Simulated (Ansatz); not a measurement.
Geometry optimisation, RKS PBE-D4/STO-3G in Ansatz 0.2.0.

Input:

```yaml
crystal:
  periodic: [false, false, false]
  atoms:
    - { symbol: Si, position_ang: [-1.8246, 0.1699, 1.8724] }
    - { symbol: C, position_ang: [-1.2481, 0.039, 0.1209] }
    - { symbol: C, position_ang: [0.2431, -0.014, -0.0271] }
    - { symbol: O, position_ang: [0.6598, -0.1369, -1.4016] }
    - { symbol: Si, position_ang: [2.1869, -0.2426, -1.8675] }
    - { symbol: H, position_ang: [-1.3455, 1.4776, 2.4686] }
    - { symbol: H, position_ang: [-1.3901, -0.9324, 2.6864] }
    - { symbol: H, position_ang: [-3.3183, 0.2778, 1.871] }
    - { symbol: H, position_ang: [-1.67, -0.8434, -0.2888] }
    - { symbol: H, position_ang: [-1.6199, 0.8756, -0.4613] }
    - { symbol: H, position_ang: [0.7163, 0.9037, 0.4076] }
    - { symbol: H, position_ang: [0.6925, -0.8668, 0.5611] }
    - { symbol: H, position_ang: [0.32366, 0.1333, -2.29272] }
    - { symbol: H, position_ang: [2.7833, -1.3966, -1.1734] }
    - { symbol: H, position_ang: [2.2808, -0.3843, -3.319] }
basis:
  gaussian: { orbitals: STO-3G }
hamiltonian:
  xc: pbe
  dispersion: d4
relax:
  f_tol: 0.02
  max_steps: 50
```

Run as:

```bash
$ ansatz run input.yaml --threads 1 --pin off --max-ram 2048MiB --backend cpu --events-out ev --progress --plain --runs-dir out
```

Task: Where does it end, and by what steps?

Result: It converged. The force dipped under the threshold on the way, but the program's further checks kept it going. Limits of this set-up: minimal basis. After 14 steps the energy has fallen by 4.237 eV; H13 moved furthest, 0.49 Å. The start is strongly strained (largest force component 12 eV/Å).

| step | energy less start (eV) | largest force component (eV/Å) | accepted |
| --- | --- | --- | --- |
| 0 | 0.0000 | 12.319 | yes |
| 1 | -2.4385 | 7.118 | yes |
| 2 | -3.7874 | 1.975 | yes |
| 3 | -4.1368 | 0.909 | yes |
| 4 | -4.1663 | 1.377 | yes |
| 5 | -4.2204 | 0.426 | yes |
| 6 | -4.2313 | 0.133 | yes |
| 7 | -4.2345 | 0.104 | yes |
| 8 | -4.2358 | 0.058 | yes |
| 9 | -4.2361 | 0.093 | yes |
| 10 | -4.2367 | 0.037 | yes |
| 11 | -4.2369 | 0.021 | yes |
| 12 | -4.2371 | 0.021 | yes |
| 13 | -4.2372 | 0.004 | yes |
| 14 | -4.2372 | 0.010 | yes |

```xyz
15
Properties=species:S:1:pos:R:3
Si -1.818 0.212 1.897
C -1.330 0.024 0.077
C 0.205 -0.076 -0.102
O 0.573 -0.314 -1.546
Si 2.522 0.036 -1.852
H -1.215 1.421 2.435
H -1.346 -0.942 2.645
H -3.266 0.302 1.991
H -1.799 -0.884 -0.347
H -1.707 0.892 -0.499
H 0.734 0.845 0.256
H 0.635 -0.955 0.432
H 0.110 0.476 -2.024
H 2.806 -1.224 -1.084
H 2.367 -0.753 -3.122
```

Run time: 53 s on 1 thread of Arm Neoverse V1, with other jobs on the host, peak memory 0.13 GiB.
